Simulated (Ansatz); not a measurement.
`C[O][Ti]([F])([F])[F]` + H₂O → `[OH][Ti]([F])([F])[F]` + CH₃OH at 298.15 K and 1 bar (formal hydrolysis of a Ti–O bond).

Calculated with Ansatz (gas phase, PBE0-D4/def2-TZVP geometries, no zero-point term in ΔE). CCSD(T)/CBS adds triple-zeta CCSD(T) − MP2 to the extrapolated MP2 energy (def2 sets, frozen cores). This one scheme is used for every species. For Ti outer-core shells are correlated without core-valence functions, which leaves a few kJ/mol of doubt a bond. Scalar relativity is left out up to krypton. Each species was taken in one conformer, which may not be the lowest.

```
                species  CCSD(T)/CBS energy (Eh)  H − E (kJ/mol)  S (J/(mol·K))
`C[O][Ti]([F])([F])[F]`              -1263.58612           153.1          389.0
                    H₂O                -76.37941            66.4          188.7
`[OH][Ti]([F])([F])[F]`              -1224.33935            72.1          349.6
                  CH₃OH               -115.61712           146.3          238.2
```

H − E and S are ideal-gas, rigid-rotor, harmonic terms from PBE0-D4/def2-TZVP, for one conformer and one mirror image of each species. 1 Eh = 2625.50 kJ/mol, R = 8.31446 J/(mol·K).

Task: By hand: ΔE, ΔH, ΔS and ΔG.

Result: ΔE = (-1224.33935) + (-115.61712) − (-1263.58612) − (-76.37941) = 0.00906 Eh = 23.8 kJ/mol. Δ(H − E) = 72.1 + 146.3 − 153.1 − 66.4 = -1.1, so ΔH = 22.7 kJ/mol. ΔS = 349.6 + 238.2 − 389.0 − 188.7 = 10.1 J/(mol·K). ΔG = 22.7 − 298.15 × (10.1)/1000 = 19.7 kJ/mol.

Task: By hand: the equilibrium constant, and the temperature at which ΔG would vanish if ΔH and ΔS stayed fixed.

Result: log₁₀ K = −ΔG/(RT ln 10) = -3.5. ΔG = 0 at ΔH/ΔS = 2248 K, though so small a ΔS makes that figure unsure.

The number of gas molecules stays the same, so ΔS is small and ΔH decides. A doubt of 5 kJ/mol in ΔE shifts log₁₀ K by 0.9 here. Other conformers and mirror images would add mixing entropy, several J/(mol·K) or more a flexible species. Modes under 60 cm⁻¹, often nearly free rotors, make the harmonic entropy too high. These are equilibria of isolated gas molecules and say nothing of rates. Largest T1 diagnostic: 0.023 (customary marks: 0.02 for closed shells, 0.045 for open ones).
